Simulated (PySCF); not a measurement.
`[GeH3][O]B1CCCCC1`. The calculation used PySCF 2.14.0, PBE0-D3(BJ)/def2-SVP geometry optimisation, gas phase.

```
atom  x, y, z in Å
Ge1    2.5006   -0.2701    0.1804
O2     1.2571    0.0922   -1.0657
B3    -0.0774    0.2754   -0.8778
C4    -0.9621    0.6876   -2.1197
C5    -2.4188    0.2284   -2.0142
C6    -3.0093    0.4853   -0.6310
C7    -2.2444   -0.2417    0.4711
C8    -0.7739    0.1838    0.5443
H9     3.8325   -0.2112   -0.5777
H10    2.2399   -1.6723    0.7560
H11    2.4355    0.8036    1.2806
H12   -0.9340    1.7969   -2.1302
H13   -0.4936    0.3758   -3.0672
H14   -3.0412    0.7140   -2.7847
H15   -2.4770   -0.8557   -2.2229
H16   -4.0678    0.1769   -0.6123
H17   -3.0036    1.5723   -0.4253
H18   -2.7441   -0.0870    1.4421
H19   -2.2985   -1.3282    0.2755
H20   -0.2169   -0.4447    1.2619
H21   -0.7172    1.2126    0.9569
```

Task: What is the longest distance between nuclei?

Result: H9···H16, 7.91 Å; the next longest distance is 7.28 Å.

Task: Work out the bond lengths Ge1–H9, Ge1–H11, B3–C4, C5–C6 in bohr.

Result: For Ge1–H9 the difference vector is (1.3319, 0.0589, -0.7581) Å, of length 1.5337 Å. 1 bohr = 0.529177 Å. Ge1–H9 2.898; Ge1–H11 2.908; B3–C4 2.985; C5–C6 2.883 bohr.

Task: How far are the heavy atoms from their best plane (unweighted least squares)?

Result: 0.200 Å rms; Ge1 0.10, O2 0.06, B3 0.09, C4 0.20, C5 0.31, C6 0.19, C7 0.26, C8 0.25 Å (magnitudes).

Task: What is the repulsion energy of the bare nuclei, Σ ZA·ZB/RAB?

Result: 594.75 Eh over 210 pairs, with full nuclear charges and distances in bohr; the largest single term is 75.37 Eh (Ge1 with O2).

Task: Give the dihedral angles C4–C5–C6–H16, H14–C5–C6–H17, B3–C4–C5–H14, H15–C5–C6–H17.

Result: C4–C5–C6–H16 178° (antiperiplanar); H14–C5–C6–H17 -62° (synclinal); B3–C4–C5–H14 168° (antiperiplanar); H15–C5–C6–H17 -177° (antiperiplanar). Dihedral signs follow IUPAC: positive where, seen along the central bond, the front bond turns clockwise onto the rear one.

Task: What are the angles C4–B3–C8, B3–C4–H13, C7–C6–H16, H16–C6–H17, C6–C7–C8, C7–C8–H21, B3–C8–H20, B3–C8–C7?

Result: From the scalar product of the two bond vectors; for C4–B3–C8 it is -1.1877 Å² over 1.5795 × 1.5861 Å², cos θ = -0.4740. C4–B3–C8 118.3°; B3–C4–H13 111.3°; C7–C6–H16 109.6°; H16–C6–H17 106.1°; C6–C7–C8 112.5°; C7–C8–H21 108.9°; B3–C8–H20 113.2°; B3–C8–C7 113.2°.

Task: Where is the centre of mass (commonest isotopes), and what is the radius of gyration?

Result: Mass 174.027 u; centre at (0.458, 0.016, -0.369) Å; Rg = √(Σ m r²/M) = 2.367 Å. As Ia + Ib + Ic = 2 Σ m r², the three principal moments sum to 1949.6 u·Å².

Task: Write the matrix of distances between heavy atoms (Å, lower triangle).

Result: 
```
Ge1   0.000
O2    1.797  0.000
B3    2.840  1.360  0.000
C4    4.266  2.528  1.580  0.000
C5    5.410  3.799  2.603  1.531  0.000
C6    5.620  4.307  2.950  2.539  1.526  0.000
C7    4.754  3.838  2.604  3.036  2.535  1.526  0.000
C8    3.326  2.593  1.586  2.718  3.042  2.544  1.533  0.000
```

Stationary, but not proved a minimum. The numbers are those of one conformer.

On one thread of an Intel Xeon at 2.50 GHz, no GPU (shared host), this took 24 min wall, 21 min CPU and 0.97 GiB of memory at its peak. That covers the optimisation of the geometry.
